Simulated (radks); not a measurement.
Kinetic energies: the exact non-interacting value of the Kohn-Sham orbitals and orbital-free approximations, in hartree. Species: Ni21+ [He] 2s2 2p3; Tc2+ [Kr] 4d5; As3+ [Ar] 3d10 4s2; Cr [Ar] 3d5 4s1. Calculated with a radial shooting solver on a logarithmic mesh with Libxc functionals: non-relativistic Kohn-Sham, r2SCAN, spin-polarised, spherical densities, point nucleus; meta-GGA in the generalised Kohn-Sham scheme. Every spin shell is full or empty, so the densities are truly spherical. Functionals are evaluated on that one density, not self-consistently.

functional,Ni21+,Tc2+,As3+,Cr
exact,1157.06,4204.23,2232.43,1043.58
Thomas-Fermi,1064.1,3972.2,2096.6,973.86
von Weizsacker,797.13,1838.8,1068.6,557.82
TF + vW/9,1152.7,4176.5,2215.4,1035.8
revAPBEK,1163.7,4219.0,2239.3,1047.7
Perdew 92,1152.9,4176.9,2215.6,1036.0
Thakkar,1155.7,4183.5,2221.5,1039.9
PG1,1516.3,4880.3,2632.0,1259.5
DePristo-Kress,1152.1,4202.3,2230.1,1043.0
Ernzerhof,1167.2,4189.5,2223.5,1040.7
